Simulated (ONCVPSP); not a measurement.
## What one change does to a pseudopotential (Cs, ONCV)

```json
{"Element": "caesium", "Generator": "ONCVPSP 4.0.1", "Type": "optimised norm-conserving Vanderbilt (ONCV)", "Functional": "PBE", "Relativity": "fully relativistic", "Frozen core": "[Kr] 4d10", "Valence charge": "9", "Reference configuration": "5s2 5p6 6s1", "Partial waves": "5s+6s: rc 2.30 bohr, ncon 4, nbas 7, qcut 3.9 1/bohr, 2 projectors; 5p: rc 2.90 bohr, ncon 4, nbas 7, qcut 4.8 1/bohr, 2 projectors, debl 3.2 Ha; d scattering state at 0.02 Ha: rc 2.30 bohr, ncon 4, nbas 8, qcut 3.5 1/bohr, local", "Local potential": "the d channel", "Core correction": "Teter function, fcfact 2.25, rcfact 1.75"}
```

Open shells are filled in proportion to 2j + 1.

All-electron outer shells of the reference configuration (PBE, scalar-relativistic, ld1.x):

```tsv
shell	level (eV)	outermost node (bohr)	outermost maximum (bohr)
5s	-26.73	0.82	1.54
5p	-13.52	0.89	1.79
6s	-2.09	2.11	4.80
```

Change: core correction polynomial model core, fcfact 0.75.

Cutoffs: the cutoffs (Ha) at which the residual kinetic energy of the hardest occupied pseudo-wave falls to 1 and 0.1 mHa per electron; they do not see the model core or the augmentation charge, which bear on the density cutoff. Errors are all-electron minus pseudo energies relative to the spin-unpolarised reference configuration.

Task: Predict the effect on cutoff, ghosts and configuration errors.

Result: The potential gets neither clearly harder nor softer (7.4 Ha and 20 Ha → 7.4 Ha and 20 Ha); of the 4 tests that both files solve, the error grows in 1 and shrinks in 2 by more than 15 % and 0.3 meV (median size 1.9 → 1.4 meV); neither file shows a bound ghost. A model core, the more so a compact one, raises the density cutoff, which this test does not measure.

```tsv
quantity	base	changed
cutoff, loose	7.4 Ha	7.4 Ha
cutoff, tight	20 Ha	20 Ha
bound ghosts	none	none
GHOST(+) flags under 300 eV	none	none
error for 5s2 5p6 6s0, meV [ΔE 3.86 eV]	-2.4	-0.1
error for 5s2 5p6 6s0.5, meV [ΔE 1.47 eV]	-0.3	0.0
error for 5s2 5p6 6s0 6p1, meV [ΔE 1.37 eV]	+1.4	+2.8
error for 5s2 5p5 6s1, meV [ΔE 17.91 eV]	-38	-14
s: phases at 2.33 bohr within 0.05 rad from the reference energy up to (Ha; the scan ends near 5)	4.5	4.5
p3/2: phases at 2.94 bohr within 0.05 rad from the reference energy up to (Ha; the scan ends near 5)	0.7	0.7
p1/2: phases at 2.94 bohr within 0.05 rad from the reference energy up to (Ha; the scan ends near 5)	0.7	0.7
d5/2: phases at 2.33 bohr within 0.05 rad from the reference energy up to (Ha; the scan ends near 5)	2.3	2.3
d3/2: phases at 2.33 bohr within 0.05 rad from the reference energy up to (Ha; the scan ends near 5)	2.4	2.4
rms error of d²Exc/dni dnj with the model core, mHa	1.42	2.33
```

Base: These tests converged, but a pseudo level misses the all-electron one widely, so the file describes the atom poorly there or has found another state: 5s2 5p6 6s0 6p1: empty 6s by 2.9 eV. Changed file: These tests converged, but a pseudo level misses the all-electron one widely, so the file describes the atom poorly there or has found another state: 5s2 5p6 6s0 6p1: empty 6s by 2.9 eV.
